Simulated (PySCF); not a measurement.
C2H6Be, SMILES [CH3][Be][CH3]. Atoms are numbered in the order given.

```xyz
9

Be     0.0000     0.0000     0.0000
C      0.0000     0.0000    -1.6807
H      0.8834     0.4978    -2.0961
H     -0.8728     0.5162    -2.0961
H     -0.0106    -1.0140    -2.0961
C      0.0000     0.0000     1.6807
H      0.8834    -0.4978     2.0961
H     -0.8728    -0.5162     2.0961
H     -0.0106     1.0140     2.0961
```
Charge 0, spin multiplicity 1.

Coordinates come from a r2SCAN-D4/def2-TZVP optimisation. The isomer is the one that the SMILES or the coordinates give; other isomers of the formula were not compared.

Level of theory: PySCF 2.14.0 with TDA-B3LYP/def2-SVPD.

Vertical excitations; the highest root listed may be one member of a degenerate set. The molecule is in vacuum. State labels are in the subgroup C2.

| state | symmetry | energy (eV) | λ (nm) | f | main pairs |
|---|---|---|---|---|---|
| S1 | B | 6.74 | 184 | 0.000 | HOMO→LUMO (degenerate set) |
| S2 | A | 6.74 | 184 | 0.000 | HOMO→LUMO+1 (degenerate set) |
| S3 | B | 7.28 | 170 | 0.212 | HOMO→LUMO+2 96 % |
| S4 | A | 7.65 | 162 | 0.000 | HOMO→LUMO+3 73 %, HOMO−1→LUMO+2 27 % |
| S5 | A | 7.90 | 157 | 0.097 | HOMO−1→LUMO (degenerate set) |
| S6 | B | 7.90 | 157 | 0.097 | HOMO−1→LUMO+1 (degenerate set) |
| S7 | A | 7.98 | 155 | 0.000 | HOMO−1→LUMO+2 73 %, HOMO→LUMO+3 27 % |
| S8 | B | 8.28 | 150 | 0.000 | HOMO→LUMO+4 (degenerate set) |
| S9 | A | 8.28 | 150 | 0.000 | HOMO→LUMO+5 (degenerate set) |
| S10 | B | 8.44 | 147 | 0.009 | HOMO−1→LUMO+3 96 % |
| T1 | B | 6.40 | 194 | 0 | HOMO→LUMO (degenerate set) |
| T2 | A | 6.40 | 194 | 0 | HOMO→LUMO+1 (degenerate set) |
| T3 | B | 6.84 | 181 | 0 | HOMO→LUMO+2 97 % |
| T4 | A | 6.94 | 179 | 0 | HOMO−1→LUMO 90 % |
Triplets are in the Tamm–Dancoff approximation.
